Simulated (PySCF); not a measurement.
Energy profile

The step: SiNH₃F₂ ([NH2][SiH]([F])[F]) → SiF₂ + NH₃ (still joined by a long Si–N bond); bonds formed: N2–H3; bonds broken: Si1–H3; bonds weakened to dative contacts: Si1–N2 (atoms numbered as in the saddle structure below).

Si1  (-0.974, -0.258, -0.027)
N2  (0.845, 0.016, -0.148)
H3  (0.230, -1.131, -0.670)
F4  (-1.143, -0.323, 1.567)
F5  (-1.648, 1.127, -0.469)
H6  (1.468, -0.006, 0.654)
H7  (1.223, 0.574, -0.907)
(Å)

Electronic energies by CCSD(T) at an estimated basis limit (MP2 extrapolated from triple and quadruple zeta, plus CCSD(T) − MP2 in triple zeta), on PBE0-D4/def2-TZVP structures; SiNH$_{3}$F$_{2}$, singlet; no counterpoise correction. Computed with PySCF 2.14 with density fitting (its default auxiliary sets; JK sets also for MP2 and CCSD(T)) (basis: def2-TZVPP and def2-QZVPP); correlated methods freeze the cores. Extrapolation: Hartree–Fock as exp(−7.88 √X), correlation as X^−2.97.

(1) Give the profile in kcal/mol, counted from the start structure. (To be estimated.)

No T1 diagnostic of these runs exceeds 0.015. The restricted Hartree–Fock reference is unstable towards an unrestricted one at one or more of these structures. The start structure is not quite a true minimum (one mode of 67i cm⁻¹).

## Answers

(1) By the calculation:
```
                                                                                                 point  kcal/mol
                                                                                       start structure      0.00
                                                                                                saddle     77.77
                                                                                         end structure     34.39
separated: SiF$_{2}$ (linked as [F][Si][F]; Si1, F4, F5; singlet) + NH$_{3}$ (N2, H3, H6, H7; singlet)     51.72
```

Losses and insertions of silylenes and their heavier kin drive the gas-phase chemistry of silicon and germanium vapour deposition.

For scale, one of the runs: CCSD(T)/def2-TZVPP, 177 basis functions, launched by `OMP_NUM_THREADS=4 python run.py`. The run took 2.3 min on 4 CPU threads of an Intel Xeon 6975P-C (shared host), with 2 GiB of host memory at its peak.
